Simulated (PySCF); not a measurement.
H₉Si₄, SMILES [SiH2][SiH]([SiH3])[SiH3] (connectivity only; charge and spin as stated), charge +1, multiplicity 1.

The structure is a stationary point at B3LYP-D3(BJ)/def2-SVP. The spin state was assumed, not searched. The isomer is the one that the SMILES or the coordinates give; other isomers of the formula were not compared.

Vertical ionisation energy (IE) and electron affinity (EA) in eV. Rows of orbital energies are one-electron estimates. Where ΔSCF, EOM or ADC give a negative EA the extra electron is unbound and the value depends on the basis.

| level | IE | EA |
|---|---|---|
| −ε(HOMO), −ε(LUMO), HF/def2-TZVP (PySCF) | (withheld) | (withheld) |
| −ε(HOMO), −ε(LUMO), PBE/def2-TZVP (PySCF) | 11.56 | 9.21 |

Task: Some entries are withheld; supply them. (The exact figures need the calculation; the answer reports its results.)

Result: 
- −ε(HOMO), −ε(LUMO), HF/def2-TZVP (PySCF), IE: 14.58
- −ε(HOMO), −ε(LUMO), HF/def2-TZVP (PySCF), EA: 5.41
